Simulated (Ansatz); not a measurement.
Ansatz (a program for electronic structure) input (B3LYP-D3(BJ)/def2-TZVP):

Ansatz 0.2 input:
```yaml
crystal:
  periodic: [false, false, false]
  atoms:
    - {symbol: Si, position_ang: [1.26929944, -0.12961169, 0.00424702]}
    - {symbol: Si, position_ang: [-1.10235257, 0.10990154, -0.01936041]}
    - {symbol: H, position_ang: [2.28644420, 0.92875937, -0.01385044]}
    - {symbol: H, position_ang: [2.07689110, -1.35537761, 0.04723022]}
    - {symbol: H, position_ang: [-1.54293719, -0.36799498, 1.29428702]}
    - {symbol: H, position_ang: [-1.33531063, 1.54353303, -0.22897045]}
    - {symbol: H, position_ang: [-1.55970950, -0.72548962, -1.13413542]}
basis:
  gaussian:
    orbitals: def2-TZVP
hamiltonian:
  xc: b3lyp
  dispersion: d3bj
total_charge: 1
relax: {f_tol: 0.002, max_steps: 150}
```

Output:

```
Functional definition: B3LYP
integrals: 0.03 GiB planned
742 factors; their error is unknown
mean field: 0.29 GiB planned
mean field evaluation 1: about -15827.8758 eV, gradient 1.8e1 eV
mean field evaluation 2: about -15828.6248 eV, gradient 1.2e1 eV
mean field evaluation 4: about -15829.0837 eV, gradient 2.8e-1 eV
mean field evaluation 8: about -15829.1325 eV, gradient 3.1e-3 eV
mean field -15829.13245033 eV, -581.7098881783 hartree, gradient 2.1e-5 eV, S^2 0.000000; 0 other end points of the search recorded, 0 dependent functions left out
the calculation of the forces begins
reference -15829.13272265 eV, -581.7098981857 hartree; 16, 16 occupied and 88, 88 virtual orbitals, 742 factors
relax step   1: F+E_penalty+E_count = -15829.36915189 eV  Δ(F+E_penalty+E_count) = +0.000e0 eV  max|allowed force component| = 4.231e-1 eV/Å  Δτ_max = 0.0000 Å  (22 SCF iters, accepted)
these checks for a lower state are left out or cut short: starts, cluster_reference, orbital_swaps, neighbouring_geometries, increment
integrals: 0.03 GiB planned
742 factors; their error is unknown
mean field: 0.29 GiB planned
mean field evaluation 16: about -15829.1813 eV, gradient 9.9e-2 eV
mean field -15829.18133021 eV, -581.7116844806 hartree, gradient 1.5e-5 eV, S^2 0.000000; 0 other end points of the search recorded, 0 dependent functions left out
the calculation of the forces begins
reference -15829.18160143 eV, -581.7116944480 hartree; 16, 16 occupied and 88, 88 virtual orbitals, 742 factors
relax step   2: F+E_penalty+E_count = -15829.42163897 eV  Δ(F+E_penalty+E_count) = -5.249e-2 eV  max|allowed force component| = 2.458e-1 eV/Å  Δτ_max = 0.1736 Å  (25 SCF iters, accepted)
these checks for a lower state are left out or cut short: starts, cluster_reference, orbital_swaps, neighbouring_geometries, increment
integrals: 0.03 GiB planned
742 factors; their error is unknown
mean field: 0.29 GiB planned
mean field -15829.19556333 eV, -581.7122075383 hartree, gradient 1.1e-5 eV, S^2 0.000000; 0 other end points of the search recorded, 0 dependent functions left out
the calculation of the forces begins
reference -15829.19583482 eV, -581.7122175155 hartree; 16, 16 occupied and 88, 88 virtual orbitals, 742 factors
relax step   3: F+E_penalty+E_count = -15829.43469608 eV  Δ(F+E_penalty+E_count) = -1.306e-2 eV  max|allowed force component| = 4.271e-2 eV/Å  Δτ_max = 0.0535 Å  (26 SCF iters, accepted)
these checks for a lower state are left out or cut short: starts, cluster_reference, orbital_swaps, neighbouring_geometries, increment
integrals: 0.03 GiB planned
742 factors; their error is unknown
mean field: 0.29 GiB planned
mean field evaluation 32: about -15829.1962 eV, gradient 8.9e-5 eV
mean field -15829.19624233 eV, -581.7122324910 hartree, gradient 8.9e-5 eV, S^2 0.000000; 0 other end points of the search recorded, 0 dependent functions left out
the calculation of the forces begins
reference -15829.19651382 eV, -581.7122424681 hartree; 16, 16 occupied and 88, 88 virtual orbitals, 742 factors
relax step   4: F+E_penalty+E_count = -15829.43542636 eV  Δ(F+E_penalty+E_count) = -7.303e-4 eV  max|allowed force component| = 1.974e-2 eV/Å  Δτ_max = 0.0106 Å  (23 SCF iters, accepted)
these checks for a lower state are left out or cut short: starts, cluster_reference, orbital_swaps, neighbouring_geometries, increment
integrals: 0.03 GiB planned
742 factors; their error is unknown
mean field: 0.29 GiB planned
mean field -15829.19697168 eV, -581.7122592942 hartree, gradient 1.2e-5 eV, S^2 0.000000; 0 other end points of the search recorded, 0 dependent functions left out
the calculation of the forces begins
reference -15829.19724320 eV, -581.7122692724 hartree; 16, 16 occupied and 88, 88 virtual orbitals, 742 factors
relax step   5: F+E_penalty+E_count = -15829.43631680 eV  Δ(F+E_penalty+E_count) = -8.904e-4 eV  max|allowed force component| = 2.209e-2 eV/Å  Δτ_max = 0.0235 Å  (24 SCF iters, accepted)
these checks for a lower state are left out or cut short: starts, cluster_reference, orbital_swaps, neighbouring_geometries, increment
integrals: 0.03 GiB planned
742 factors; their error is unknown
mean field: 0.29 GiB planned
[...]
integrals: 0.03 GiB planned
742 factors; their error is unknown
mean field: 0.29 GiB planned
mean field evaluation 64: about -15829.1974 eV, gradient 8.9e-2 eV
mean field -15829.19741404 eV, -581.7122755507 hartree, gradient 8.9e-5 eV, S^2 0.000000; 0 other end points of the search recorded, 0 dependent functions left out
the calculation of the forces begins
reference -15829.19768534 eV, -581.7122855208 hartree; 16, 16 occupied and 88, 88 virtual orbitals, 742 factors
relax step  10: F+E_penalty+E_count = -15829.43669795 eV  Δ(F+E_penalty+E_count) = -6.757e-5 eV  max|allowed force component| = 2.902e-2 eV/Å  Δτ_max = 0.0340 Å  (23 SCF iters, accepted)
these checks for a lower state are left out or cut short: starts, cluster_reference, orbital_swaps, neighbouring_geometries, increment
integrals: 0.03 GiB planned
742 factors; their error is unknown
mean field: 0.29 GiB planned
mean field -15829.19745990 eV, -581.7122772360 hartree, gradient 8.7e-5 eV, S^2 0.000000; 0 other end points of the search recorded, 0 dependent functions left out
the calculation of the forces begins
reference -15829.19773114 eV, -581.7122872039 hartree; 16, 16 occupied and 88, 88 virtual orbitals, 742 factors
relax step  11: F+E_penalty+E_count = -15829.43679307 eV  Δ(F+E_penalty+E_count) = -9.512e-5 eV  max|allowed force component| = 3.116e-2 eV/Å  Δτ_max = 0.0196 Å  (24 SCF iters, accepted)
these checks for a lower state are left out or cut short: starts, cluster_reference, orbital_swaps, neighbouring_geometries, increment
integrals: 0.03 GiB planned
742 factors; their error is unknown
mean field: 0.29 GiB planned
mean field -15829.19750360 eV, -581.7122788420 hartree, gradient 8.8e-5 eV, S^2 0.000000; 0 other end points of the search recorded, 0 dependent functions left out
the calculation of the forces begins
reference -15829.19777470 eV, -581.7122888046 hartree; 16, 16 occupied and 88, 88 virtual orbitals, 742 factors
relax step  12: F+E_penalty+E_count = -15829.43689185 eV  Δ(F+E_penalty+E_count) = -9.878e-5 eV  max|allowed force component| = 5.596e-2 eV/Å  Δτ_max = 0.0355 Å  (23 SCF iters, accepted)
these checks for a lower state are left out or cut short: starts, cluster_reference, orbital_swaps, neighbouring_geometries, increment
integrals: 0.03 GiB planned
742 factors; their error is unknown
mean field: 0.29 GiB planned
mean field -15829.19765308 eV, -581.7122843353 hartree, gradient 8.7e-5 eV, S^2 0.000000; 0 other end points of the search recorded, 0 dependent functions left out
the calculation of the forces begins
reference -15829.19792411 eV, -581.7122942952 hartree; 16, 16 occupied and 88, 88 virtual orbitals, 742 factors
relax step  13: F+E_penalty+E_count = -15829.43704002 eV  Δ(F+E_penalty+E_count) = -1.482e-4 eV  max|allowed force component| = 6.229e-2 eV/Å  Δτ_max = 0.0350 Å  (23 SCF iters, accepted)
these checks for a lower state are left out or cut short: starts, cluster_reference, orbital_swaps, neighbouring_geometries, increment
integrals: 0.03 GiB planned
742 factors; their error is unknown
mean field: 0.29 GiB planned
mean field -15829.19771395 eV, -581.7122865721 hartree, gradient 8.5e-5 eV, S^2 0.000000; 0 other end points of the search recorded, 0 dependent functions left out
the calculation of the forces begins
reference -15829.19798490 eV, -581.7122965293 hartree; 16, 16 occupied and 88, 88 virtual orbitals, 742 factors
relax step  14: F+E_penalty+E_count = -15829.43714062 eV  Δ(F+E_penalty+E_count) = -1.006e-4 eV  max|allowed force component| = 4.444e-2 eV/Å  Δτ_max = 0.0226 Å  (23 SCF iters, accepted)
these checks for a lower state are left out or cut short: starts, cluster_reference, orbital_swaps, neighbouring_geometries, increment
integrals: 0.03 GiB planned
742 factors; their error is unknown
mean field: 0.29 GiB planned
mean field -15829.19785679 eV, -581.7122918214 hartree, gradient 8.6e-5 eV, S^2 0.000000; 0 other end points of the search recorded, 0 dependent functions left out
the calculation of the forces begins
reference -15829.19812768 eV, -581.7123017763 hartree; 16, 16 occupied and 88, 88 virtual orbitals, 742 factors
relax step  15: F+E_penalty+E_count = -15829.43727077 eV  Δ(F+E_penalty+E_count) = -1.302e-4 eV  max|allowed force component| = 2.416e-2 eV/Å  Δτ_max = 0.0378 Å  (23 SCF iters, accepted)
these checks for a lower state are left out or cut short: starts, cluster_reference, orbital_swaps, neighbouring_geometries, increment
integrals: 0.03 GiB planned
742 factors; their error is unknown
mean field: 0.29 GiB planned
mean field evaluation 96: about -15829.1979 eV, gradient 8.6e-5 eV
mean field -15829.19791494 eV, -581.7122939584 hartree, gradient 8.6e-5 eV, S^2 0.000000; 0 other end points of the search recorded, 0 dependent functions left out
the calculation of the forces begins
reference -15829.19818580 eV, -581.7123039124 hartree; 16, 16 occupied and 88, 88 virtual orbitals, 742 factors
relax step  16: F+E_penalty+E_count = -15829.43734272 eV  Δ(F+E_penalty+E_count) = -7.195e-5 eV  max|allowed force component| = 1.704e-2 eV/Å  Δτ_max = 0.0341 Å  (23 SCF iters, accepted)
these checks for a lower state are left out or cut short: starts, cluster_reference, orbital_swaps, neighbouring_geometries, increment
integrals: 0.03 GiB planned
742 factors; their error is unknown
mean field: 0.29 GiB planned
mean field -15829.19799619 eV, -581.7122969441 hartree, gradient 8.6e-5 eV, S^2 0.000000; 0 other end points of the search recorded, 0 dependent functions left out
the calculation of the forces begins
reference -15829.19826708 eV, -581.7123068991 hartree; 16, 16 occupied and 88, 88 virtual orbitals, 742 factors
relax step  17: F+E_penalty+E_count = -15829.43737234 eV  Δ(F+E_penalty+E_count) = -2.962e-5 eV  max|allowed force component| = 1.391e-2 eV/Å  Δτ_max = 0.0223 Å  (23 SCF iters, accepted)
these checks for a lower state are left out or cut short: starts, cluster_reference, orbital_swaps, neighbouring_geometries, increment
integrals: 0.03 GiB planned
742 factors; their error is unknown
mean field: 0.29 GiB planned
mean field -15829.19797717 eV, -581.7122962451 hartree, gradient 8.5e-5 eV, S^2 0.000000; 0 other end points of the search recorded, 0 dependent functions left out
the calculation of the forces begins
reference -15829.19824805 eV, -581.7123062000 hartree; 16, 16 occupied and 88, 88 virtual orbitals, 742 factors
relax step  18: F+E_penalty+E_count = -15829.43739032 eV  Δ(F+E_penalty+E_count) = -1.799e-5 eV  max|allowed force component| = 1.001e-2 eV/Å  Δτ_max = 0.0163 Å  (23 SCF iters, accepted)
these checks for a lower state are left out or cut short: starts, cluster_reference, orbital_swaps, neighbouring_geometries, increment
integrals: 0.03 GiB planned
742 factors; their error is unknown
mean field: 0.29 GiB planned
mean field -15829.19793411 eV, -581.7122946626 hartree, gradient 2.2e-5 eV, S^2 0.000000; 0 other end points of the search recorded, 0 dependent functions left out
the calculation of the forces begins
reference -15829.19820497 eV, -581.7123046167 hartree; 16, 16 occupied and 88, 88 virtual orbitals, 742 factors
relax step  19: F+E_penalty+E_count = -15829.43738960 eV  Δ(F+E_penalty+E_count) = +7.257e-7 eV  max|allowed force component| = 7.984e-3 eV/Å  Δτ_max = 0.0062 Å  (21 SCF iters, rejected (line search))
these checks for a lower state are left out or cut short: starts, cluster_reference, orbital_swaps, neighbouring_geometries, increment
integrals: 0.03 GiB planned
742 factors; their error is unknown
mean field: 0.29 GiB planned
mean field -15829.19797424 eV, -581.7122961375 hartree, gradient 2.1e-5 eV, S^2 0.000000; 0 other end points of the search recorded, 0 dependent functions left out
the calculation of the forces begins
reference -15829.19824511 eV, -581.7123060919 hartree; 16, 16 occupied and 88, 88 virtual orbitals, 742 factors
relax step  20: F+E_penalty+E_count = -15829.43740068 eV  Δ(F+E_penalty+E_count) = -1.035e-5 eV  max|allowed force component| = 1.477e-3 eV/Å  Δτ_max = 0.0030 Å  (21 SCF iters, accepted)
these checks for a lower state are left out or cut short: starts, cluster_reference, orbital_swaps, neighbouring_geometries, increment
integrals: 0.03 GiB planned
742 factors; their error is unknown
mean field: 0.29 GiB planned
mean field -15829.19797266 eV, -581.7122960795 hartree, gradient 1.4e-5 eV, S^2 0.000000; 0 other end points of the search recorded, 0 dependent functions left out
the calculation of the forces begins
reference -15829.19824354 eV, -581.7123060340 hartree; 16, 16 occupied and 88, 88 virtual orbitals, 742 factors
relax step  21: F+E_penalty+E_count = -15829.43740103 eV  Δ(F+E_penalty+E_count) = -3.523e-7 eV  max|allowed force component| = 6.662e-4 eV/Å  Δτ_max = 0.0021 Å  (20 SCF iters, accepted)
integrals: 0.03 GiB planned
742 factors; their error is unknown
mean field: 0.29 GiB planned
mean field evaluation 128: about -15828.6391 eV, gradient 1.3e1 eV
mean field -15829.19797266 eV, -581.7122960795 hartree, gradient 1.4e-5 eV, S^2 0.000000; 1 other end points of the search recorded, 0 dependent functions left out
the calculation of the forces begins
reference -15829.19824354 eV, -581.7123060340 hartree; 16, 16 occupied and 88, 88 virtual orbitals, 742 factors
Total energy: -15829.43767191 eV, -581.7211048643 hartree
Atom 0 at     1.270068    -0.121914    -0.011239 Å, force     0.000128    -0.000666    -0.000361 eV/Å
Atom 1 at    -1.087616     0.120966    -0.055192 Å, force    -0.000130    -0.000196    -0.000371 eV/Å
Atom 2 at     2.204741     0.966439     0.336809 Å, force     0.000204     0.000316     0.000186 eV/Å
Atom 3 at     1.971522    -1.398148    -0.253266 Å, force    -0.000216     0.000314     0.000107 eV/Å
Atom 4 at    -1.378650    -0.207665     1.358615 Å, force    -0.000094     0.000055    -0.000271 eV/Å
Atom 5 at    -1.325461     1.529464    -0.408219 Å, force    -0.000039    -0.000132     0.000166 eV/Å
Atom 6 at    -1.562279    -0.885423    -1.018060 Å, force     0.000146     0.000309     0.000544 eV/Å
Dipole moment:     0.420407    -0.040301    -0.003955 e Å
```
